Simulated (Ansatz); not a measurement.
A nudged elastic band was laid between two geometries of CH3BrSZn (7 atoms, charge 0, multiplicity 1).

All numbers below come from RKS PBE0/def2-mTZVP (Ansatz).

| Item | Value |
| --- | --- |
| movable images | 5 |
| climbing image | yes |
| spring | 5.0 eV/Å² |
| optimiser | fire |
| start path | IDPP |
| force threshold | 0.03 eV/Å |
| iteration limit | 60 |
| end points | relaxed |
| largest step | 0.02 Å |

Initial state:

```xyz
7
Properties=species:S:1:pos:R:3
C -1.004 -0.313 0.627
S 0.575 -1.192 0.296
Zn 1.649 0.254 -0.905
Br 2.784 1.731 -2.154
H -0.849 0.601 1.198
H -1.547 -0.090 -0.289
H -1.609 -0.992 1.227
```

Final state:

```xyz
7
Properties=species:S:1:pos:R:3
C -1.002 -0.308 0.633
S 0.744 -0.030 1.131
Zn 1.677 0.469 -0.756
Br 2.676 0.985 -2.697
H -1.535 -0.589 1.540
H -1.461 0.595 0.233
H -1.099 -1.121 -0.085
```

Problem. Which bonds break or form, and what moves?

Solution. No bond is made or broken. The dihedral H6–C1–S2–Zn3 goes from 61 to -63°. The two ends are copies of one structure, up to a mirror image or an exchange of like atoms.

Problem. Give the energies along the band, and the barrier.

Solution. The forces met the threshold. The highest image is number 3 of 0 to 6, 1.0 kcal/mol above the ends, which have the same energy within 2 meV. Another band between the same ends (5 images) ends at a top of the same energy, where a vibrational analysis finds 1 clearly imaginary mode.

```csv
image,path coordinate (Å),energy (kcal/mol),dihedral H6–C1–S2–Zn3 (°)
0,0.00,0.0,61
1,0.50,0.2,43
2,1.00,0.7,22
3,1.51,1.0,-1
4,2.01,0.7,-24
5,2.51,0.2,-44
6,3.02,0.0,-63
```

Problem. What is the geometry of the highest image?

Solution. 
```xyz
7
Properties=species:S:1:pos:R:3
C -1.009 -0.240 0.700
S 0.778 -0.661 0.828
Zn 1.663 0.248 -0.918
Br 2.697 1.150 -2.691
H -1.293 0.308 1.597
H -1.259 0.364 -0.169
H -1.576 -1.168 0.653
```

Run time: 11 min on 2 threads of Arm Neoverse V2 (shared host), peak memory 0.32 GiB.
